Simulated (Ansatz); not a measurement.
**Ligand exchange: InH2(CH3) + C3H5N → InH3 + C4H7N**

Species: InH2(CH3), singlet; C3H5N (propanenitrile) `CCC#N`, singlet; InH3 `[InH3]`, singlet; C4H7N (isobutyronitrile) `CC(C)C#N`, singlet. The partners trade CH3 for H: In–CH3 and C–H bonds give way to In–H and C–CH3.

Shapes, held fixed at every level: PBE0-D4/def2-TZVP. Programs: Ansatz 0.2.0. Electronic energies: no zero-point or thermal term.

```json
{"level": "SPW92/def2-TZVPP", "kind": "LDA", "ΔE (kJ/mol)": "+13.1", "less CCSD(T)/def2-TZVPP": "-6.4", "CPU time (sum over the molecules)": "10 s"}
{"level": "r2SCAN-D4/def2-TZVPP", "kind": "meta-GGA", "ΔE (kJ/mol)": "+19.5", "less CCSD(T)/def2-TZVPP": "0.0", "CPU time (sum over the molecules)": "37 s"}
{"level": "B3LYP-D4/def2-TZVPP", "kind": "global hybrid", "ΔE (kJ/mol)": "+19.5", "less CCSD(T)/def2-TZVPP": "0.0", "CPU time (sum over the molecules)": "30 s"}
{"level": "BHLYP-D4/def2-TZVPP", "kind": "global hybrid", "ΔE (kJ/mol)": "+16.9", "less CCSD(T)/def2-TZVPP": "-2.6", "CPU time (sum over the molecules)": "21 s"}
{"level": "wB97M-V/def2-TZVPP", "kind": "range-separated hybrid", "ΔE (kJ/mol)": "+17.4", "less CCSD(T)/def2-TZVPP": "-2.1", "CPU time (sum over the molecules)": "78 s"}
{"level": "CCSD(T)/def2-SVP", "kind": "coupled cluster or CI", "ΔE (kJ/mol)": "+3.9", "less CCSD(T)/def2-TZVPP": "-15.6", "CPU time (sum over the molecules)": "23 s"}
{"level": "CCSD(T)/def2-TZVPP", "kind": "coupled cluster or CI", "ΔE (kJ/mol)": "+19.5", "less CCSD(T)/def2-TZVPP": "0.0", "CPU time (sum over the molecules)": "8 min"}
```

The highest level, CCSD(T)/def2-TZVPP, gives ΔE = +19.5 kJ/mol; the levels span +3.9 to +19.5. The column of differences is taken from that level and isn't an error. No measured value is set beside it here. For atoms past krypton def2 sets carry core potentials with scalar relativity. Outer-core shells of In are correlated in most correlated rows, in sets that cover them unevenly. Times are processor times on shared x86 and Arm servers, and rough.
